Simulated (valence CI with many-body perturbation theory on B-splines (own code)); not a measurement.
## Which ion has this spectrum?

A relativistic CI+MBPT calculation for an atom or ion with 22 electrons gives these levels (cm⁻¹):

```csv
J,Parity,E,g
0,even,0,
1,even,384519,1.49
4,even,475282,1.07
2,even,493252,1.22
3,even,520216,1.13
0,even,834710,
2,even,843206,1.25
4,even,856339,1.14
3,even,871454,1.16
5,even,900929,1.08
6,even,922762,1.07
1,even,935803,1.09
3,even,963376,1.07
4,even,964391,1.03
```

The energies are calculated, and their last digits are not significant.

Question: Which is it?
A. Er46+
B. Hf50+
C. Tm47+
D. Yb48+

Answer: D. Yb48+, ground level (3d3/2^4) J=0.
